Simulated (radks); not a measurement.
The numbers below are computed, except where a source is named.
Valence configurations of In2+ (all share [Kr]). Code: a radial shooting solver on a logarithmic mesh with Libxc functionals. Model: Dirac Kohn-Sham, PBE, spin-unpolarised, spherical densities, finite nucleus; open shells fill j = l - 1/2 first; Fermi nuclear charge, rms radius 4.6156 fm. Energies are relative to 4d10 5s1; eigenvalues in eV.

4d10 5s1: E (eV) 0.000; e(4d3/2) -37.046; e(4d5/2) -36.173; e(5s1/2) -23.667
4d10 5s0.5 5p0.5: E (eV) 3.539; e(4d3/2) -37.682; e(4d5/2) -36.807; e(5p1/2) -16.958; e(5s1/2) -24.064
4d9.5 5s1.5: E (eV) 6.600; e(4d3/2) -39.378; e(4d5/2) -38.482; e(5s1/2) -24.582
4d10 5p1: E (eV) 7.107; e(4d3/2) -38.307; e(4d5/2) -37.429; e(5p1/2) -17.290
4d9.5 5s1 5p0.5: E (eV) 10.257; e(4d3/2) -40.000; e(4d5/2) -39.102; e(5p1/2) -17.627; e(5s1/2) -24.968
4d9 5s2: E (eV) 13.906; e(4d3/2) -41.742; e(4d5/2) -40.822; e(5s1/2) -25.492
4d9 5s1 5p1: E (eV) 21.480; e(4d3/2) -42.950; e(4d5/2) -42.026; e(5p1/2) -18.606; e(5s1/2) -26.232
4d9 5p2: E (eV) 29.155; e(4d3/2) -44.121; e(4d5/2) -43.193; e(5p1/2) -19.218
4d8.5 5p2.5: E (eV) 42.002; e(4d3/2) -47.134; e(4d5/2) -46.180; e(5p1/2) -20.196; e(5p3/2) -19.452
4d8 5s1 5p2: E (eV) 46.875; e(4d3/2) -48.833; e(4d5/2) -47.858; e(5p1/2) -20.471; e(5s1/2) -28.646

NIST lists [Kr] 4d10 5s1 as the ground configuration; this level of theory agrees among the configurations tried. The energies are those of spherical spin-averaged densities, not of single terms.
